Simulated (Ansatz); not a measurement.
CH4FNOSi can be A, `NC(=O)[SiH2]F`, or B, `O/C(F)=N/[SiH3]`.

Isolated molecules relaxed with PBE0-D4/def2-TZVP in Ansatz; ΔE leaves out vibrations. CCSD(T)/CBS adds triple-zeta CCSD(T) − MP2 to the extrapolated MP2 energy (def2 sets, frozen cores). Functionals use def2-TZVPP. B3LYP here is the variant with VWN-RPA as its local correlation; programs differ in this. One conformer a species, not always the lowest.

Question: Which is lower in electronic energy at CCSD(T)/CBS, and by how much? (An estimate is asked.)

Answer: Ansatz gave: A, by 38.8 kcal/mol.

Question: Give E(B) − E(A) in kcal/mol with BLYP-D4, CCSD/def2-TZVPP, B2PLYP, PBE-D4, CCSD(T)/def2-SVP, B3LYP-D4, ωB97M-V. (Estimate.)

Answer: Ansatz gave: BLYP-D4 39.2, CCSD/def2-TZVPP 36.6, B2PLYP 38.4, PBE-D4 37.3, CCSD(T)/def2-SVP 32.1, B3LYP-D4 38.2, ωB97M-V 36.6. None reverses the order clearly.

Question: Does the order hold for the free energy at 298.15 K (harmonic terms from PBE0-D4)? (An estimate is asked.)

Answer: Computed: Yes: G(B) − G(A) = +37.4 kcal/mol, for one conformer each. Modes under 60 cm⁻¹, often nearly free rotors, make the harmonic entropy too high.

Largest T1 diagnostic: 0.015.

From BLYP to BHLYP (50 % exact exchange), in def2-TZVPP and without D4, E(B) − E(A) moves by −2.0 kcal/mol. Leaving LDA and LC-ωPBE aside and taking each functional with its dispersion term where it has one, the values, not all of them listed here, spread over 3.6 kcal/mol, from B97M-V to BLYP-D4. LDA lies −2.5 kcal/mol from PBE without D4.
